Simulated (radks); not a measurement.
Question: Si3+, 11 electrons, occupied as [He] 2s1.5 2p6 3s1 3d0.5 (fractional occupations, a model configuration). All-electron calculation, scalar-relativistic Kohn-Sham, PBE, spin-polarised, spherical densities, point nucleus; open shells are filled with parallel spins first. Program: a radial shooting solver on a logarithmic mesh with Libxc functionals. Some entries of the table are withheld. Estimate them.

orbital  occ.  eigenvalue (eV)  <1/r> (bohr^-1)
1s up       1              (1)              (2)
1s down     1              (3)              (4)
2s up       1        -187.4835            2.621
2s down   0.5        -185.3666            2.619
2p up       3              (5)            2.509
2p down     3              (6)            2.511
3s up       1         -43.6026           0.7769
3d up     0.5         -22.5534           0.5324

Answer: 
(1) 1s up eigenvalue (eV): -1839.578
(2) 1s up <1/r> (bohr^-1): 13.65
(3) 1s down eigenvalue (eV): -1838.528
(4) 1s down <1/r> (bohr^-1): 13.64
(5) 2p up eigenvalue (eV): -143.9356
(6) 2p down eigenvalue (eV): -142.0093
